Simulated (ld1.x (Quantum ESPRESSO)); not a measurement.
**What one change does to a pseudopotential (Cr, TM)**

ld1.x (Quantum ESPRESSO) 7.5 input, shortened:

```
&input
   title='Cr', zed=24., rel=1, dft='PBESOL', iswitch=3,
   config='[Ar] 3d5 4s1 4p0'
 /
 &inputp
   pseudotype=2, tm=.true., lloc=-2, rcloc=2.60,
   nlcc=.false.
 /
3
4S  1  0   1.00   0.00  2.80  2.80  0.0
3P  2  1   6.00   0.00  0.85  0.85  0.0
3D  3  2   5.00   0.00  1.70  1.70  0.0
 &test
   configts(1)='3p6 3d5 4s1 4p0'
 /
```

All-electron outer shells of the reference configuration (PBEsol, scalar-relativistic, ld1.x):

| shell | level (eV) | outermost node (bohr) | outermost maximum (bohr) |
| --- | --- | --- | --- |
| 2p | -560.29 | – | 0.20 |
| 3s | -73.77 | 0.36 | 0.78 |
| 3p | -45.34 | 0.33 | 0.80 |
| 4s | -4.02 | 1.12 | 2.74 |
| 3d | -2.93 | – | 0.84 |
| 4p | -0.95 | 1.25 | 3.89 |

Change: core correction a·sin(br)/r model core inside 1.00 bohr.

Cutoffs: the cutoffs (Ry, on a coarse ladder) from which the occupation-weighted sum of valence levels, in a spherical-Bessel basis at the reference potential, stays within 10 and 1 mRy of its value at 400 Ry; they do not see the model core or the augmentation charge, which bear on the density cutoff. Errors are all-electron minus pseudo energies relative to the spin-unpolarised reference configuration.

Question: How do hardness, ghosts and transferability respond?

Answer: The potential gets neither clearly harder nor softer (110 Ry and 200 Ry → 110 Ry and 200 Ry); of the 7 tests that both files solve, the error grows in 3 and shrinks in 0 by more than 15 % and 0.3 meV (median size 65.6 → 80.3 meV); neither file shows a bound ghost. A model core, the more so a compact one, raises the density cutoff, which this test does not measure.

```csv
quantity,base,changed
"cutoff, loose",110 Ry,110 Ry
"cutoff, tight",200 Ry,200 Ry
bound ghosts,none,none
"error for 3p6 3d5 4s0 4p0, meV [ΔE 6.87 eV]",-11,-13
"error for 3p6 3d4 4s0 4p0, meV [ΔE 22.89 eV]",-66,-80
"error for 3p6 3d3 4s0 4p0, meV [ΔE 53.59 eV]",-308,-376
"error for 3p6 3d4 4s1 4p0, meV [ΔE 8.01 eV]",-52,-57
"error for 3p5 3d5 4s1 4p0, meV [ΔE 51.42 eV]",-263,-271
"error for 3p6 3d6 4s0 4p0, meV [ΔE 1.73 eV]",-45,-47
"error for 3p6 3d4 4s1 4p1, meV [ΔE 3.54 eV]",-475,-480
s: phases at 3.05 bohr within 0.05 rad from the reference energy up to (Ry; the scan ends near 5),1.5,1.5
p: phases at 3.05 bohr within 0.05 rad from the reference energy up to (Ry; the scan ends near 5),n/a,n/a
d: phases at 3.05 bohr within 0.05 rad from the reference energy up to (Ry; the scan ends near 5),0.6,0.6
```
